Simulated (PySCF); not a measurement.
FH₅O₃Si₂, SMILES F[SiH2][Si](O)(O)O.

Coordinates come from a r2SCAN-D4/def2-SVP optimisation. The structure was generated by enumeration, and PubChem lists no compound with its InChIKey, so it may never have been made. One conformer was computed; it need not be the lowest.

Two levels are set side by side: TDA-PBE/def2-SVPD (PySCF) and TDA-M06-2X/def2-SVPD (PySCF). Vertical, same geometry. The lowest singlet is HOMO→LUMO 97 % with PBE and HOMO→LUMO 59 %, HOMO→LUMO+1 34 % with the other functional; states are paired by order. Differences are taken from unrounded values.

```
quantity                               TDA-PBE
-------------------------------------  -------
lowest singlet excitation (eV)            5.77
lowest triplet excitation (TDA) (eV)      5.14
first bright state (f over 0.05) (eV)     6.14
its oscillator strength                   0.07
```

Q: These are the TDA-PBE values. What does TDA-M06-2X give? (An estimate is asked for; the answer gives what the named calculation found.)

A: 
```csv
quantity,TDA-M06-2X,TDA-PBE minus TDA-M06-2X
lowest singlet excitation (eV),6.53,-0.76
lowest triplet excitation (TDA) (eV),5.89,-0.75
first bright state (f over 0.05) (eV),7.24,-1.10
its oscillator strength,0.08,-0.01
```

Functionals without exact exchange tend to place singlet excitations lower, as here. Differences between two approximate levels are no errors against the true value.

Rough cost on one machine, each run with all the roots and properties that it gave: TDA-M06-2X against TDA-PBE about 10 times.
